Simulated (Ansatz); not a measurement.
Start from `ClB1N[SiH2]1` and change one atom or group to get `SB1N[SiH2]1`.

Ansatz, PBE0-D4/def2-TZVP geometries, multiplicity 1. Each molecule was computed in one conformer, which needn't be the lowest.

| property | `ClB1N[SiH2]1` |
| --- | --- |
| size of the dipole moment (PBE/def2-TZVPP) / D | 1.70 |
| HOMO energy (PBE0/def2-TZVPP) / eV | -7.26 |
| size of the dipole moment (ωB97M-V/def2-TZVPP) / D | 1.74 |
| HOMO–LUMO gap (ωB97M-V/def2-TZVPP) / eV | 10.54 |
| ideal-gas entropy at 298 K and 1 bar (rigid rotor, harmonic PBE0-D4/def2-TZVP) / J/(mol·K) | 300 |
| HOMO energy (B3LYP/def2-TZVPP) / eV | -7.06 |

Question: Give the same properties after the change, and the shifts. (Estimate.)

Answer: The calculation gave: 
| property | `SB1N[SiH2]1` | shift |
| --- | --- | --- |
| size of the dipole moment (PBE/def2-TZVPP) / D | 1.96 | 0.26 |
| HOMO energy (PBE0/def2-TZVPP) / eV | -7.24 | 0.02 |
| size of the dipole moment (ωB97M-V/def2-TZVPP) / D | 1.91 | 0.17 |
| HOMO–LUMO gap (ωB97M-V/def2-TZVPP) / eV | 10.66 | 0.12 |
| ideal-gas entropy at 298 K and 1 bar (rigid rotor, harmonic PBE0-D4/def2-TZVP) / J/(mol·K) | 308 | 8 |
| HOMO energy (B3LYP/def2-TZVPP) / eV | -7.04 | 0.02 |

The zero-point energy changes by 22.4 kJ/mol with +3 modes. Dipoles are sizes alone; their direction can turn.

B3LYP here is the variant with VWN-RPA as its local correlation; programs differ in this.
